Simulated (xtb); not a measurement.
xtb input:

```bash
xtb mol.xyz --gfn 1 --sp --chrg -1 --uhf 0
```
mol.xyz:
```
4

Sn     0.00131455    -0.00152662     0.05631125
H     -1.50929496    -0.22596275    -0.91061453
H      0.93871414    -1.13670721    -0.99245238
H      0.50485334     1.43900107    -0.91249563
```

**Question.** Which total energy does the run end on?

**Answer.** -4.30529 Eh (GFN1-xTB).
